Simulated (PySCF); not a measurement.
Se(OH)(OSiH3) (H4O2SeSi), SMILES O[Se]O[SiH3]. Coordinates come from a PBE-D3(BJ)/def2-SVP optimisation. The structure was generated by enumeration, and PubChem lists no compound with its InChIKey, so it may never have been made. One conformer was computed; it need not be the lowest.

Computed equilibrium geometry at PBE-D3(BJ)/def2-SVP (PySCF confirms it by a frequency run) as Cartesian coordinates in Å (one conformer of several):
```xyz
8

Se    -0.1688     0.7442     0.5849
O     -1.8860     0.1615     0.4876
H     -2.1397     0.2231    -0.4569
O      0.7706    -0.8004     0.2458
Si     0.9775    -1.1775    -1.4044
H     -0.3549    -1.2211    -2.1081
H      1.6132    -2.5362    -1.4334
H      1.8591    -0.1723    -2.0933
```
